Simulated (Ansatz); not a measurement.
Input for Ansatz (a first-principles code): R-BHLYP/def2-TZVPPD on H2 (SMILES [H][H]). The basis file is the Basis Set Exchange's JSON of that set.

Ansatz 0.2 input:
```yaml
crystal:
  periodic: [false, false, false]
  atoms:
    - {symbol: H, position_ang: [0.00000000, 0.00000000, 0.37198582]}
    - {symbol: H, position_ang: [-0.00000000, -0.00000000, -0.37198582]}
basis:
  gaussian:
    orbitals: def2-TZVPPD.json
hamiltonian:
  xc: {name: BHLYP}
scf: {lower_state_search: off}
```

Predict the final total energy.

-1.1701 hartree.
